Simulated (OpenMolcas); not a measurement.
Os3+ among 4 point charges of -2.5 e arranged as a tetrahedron (Td), 1.92 Å from the ion.

```json
{
 "Program": "OpenMolcas",
 "Method": "SS-CASPT2, IPEA 0.25 Eh, imaginary shift 0.1 Eh (closed shells correlated: 4f 5s 5p)",
 "Basis": "ANO-RCC-VTZP [8s7p5d3f2g1h]",
 "Scalar Hamiltonian": "DKH2, point nucleus",
 "Active space": "5 electrons in 5 orbitals (5d)",
 "State averaging": "2S+1 = 6 even, 1 root; 2S+1 = 4 even, 24 roots; 2S+1 = 2 even, 75 roots",
 "Spin-orbit coupling": "RASSI with atomic mean-field integrals over the reference wave functions"
}
```

(1) What is the spin-free ground state (labels of Td)?

(2) What are the lowest two levels with spin-orbit coupling?

(3) What is χT at 300 K?

Results:

(1) 6A1, 1-fold in its orbital part, 100 % from free-ion S terms; it has the highest spin that d5 allows.

(2) A 2-fold level Γ7 with g = 3.24, 3.24, 3.24, then a 4-fold level Γ8 28 cm-1 above it. Their leading multiplicities are 6 (88 %) and 6 (88 %).

(3) 4.14 cm3 K/mol.

Roots that are degenerate in the reference are averaged as groups; the widest CASPT2 spread within a group is 380 cm-1 (the 3-fold group of multiplicity 2 near 28900 cm-1 above the lowest state of its run). Shifts and gaps below about the spread of the groups concerned are not significant. Point charges give a weaker field than real ligands, and real ions of this kind are as a rule low spin; the high spin found here belongs to the model. Free-ion shares, where given, are those of the reference states; single-state CASPT2 does not remix them. This is an electrostatic model: the charges have no orbitals. No measured value stands beside these numbers.
